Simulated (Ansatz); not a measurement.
Reaction (cleavage of the Si–B bond): `B[SiH](N)F` + `N[SiH](N)F` → `N[Si@H](F)N[Si@H](N)F` + BH₃

Program: Ansatz. Geometries: PBE0-D4/def2-TZVP. ΔE: electronic, gas phase. CCSD(T)/CBS adds triple-zeta CCSD(T) − MP2 to the extrapolated MP2 energy (def2 sets, frozen cores). This one scheme is used for every species. DFT in def2-TZVPP. B3LYP here is the variant with VWN-RPA as its local correlation; programs differ in this. One conformer a species, not always the lowest.

Problem. Is it downhill or uphill in electronic energy at CCSD(T)/CBS, and by how much? (Estimate.)

Solution. Computed: Downhill: ΔE = -104.8 kJ/mol.

Problem. What do these levels give: r2SCAN-D4, PBE0-D4, B3LYP-D4, B2PLYP, r2SCAN, B3LYP, HF/def2-TZVPP, SCS-MP2/def2-TZVPP, CCSD(T)/def2-TZVPP, HF/def2-QZVPP, MP2/CBS(def2), CCSD/CBS(def2)? (An estimate is asked.)

Solution. The calculation gave: r2SCAN-D4 -101.2, PBE0-D4 -95.9, B3LYP-D4 -104.9, B2PLYP -101.4, r2SCAN -98.6, B3LYP -91.6, HF/def2-TZVPP -108.5, SCS-MP2/def2-TZVPP -111.3, CCSD(T)/def2-TZVPP -106.7, HF/def2-QZVPP -109.0, MP2/CBS(def2) -112.2, CCSD/CBS(def2) -104.0 kJ/mol.

Largest T1 diagnostic among the species: 0.012.

The D4 term adds −13.2 kJ/mol with B3LYP and −7.7 kJ/mol with PBE0; it sums over pairs of atoms, weighted by their polarisabilities, and B3LYP, whose exchange is more repulsive, gets the larger term. From PBE to PBE0 (25 % exact exchange), in def2-TZVPP and without D4, ΔE moves by −9.7 kJ/mol.
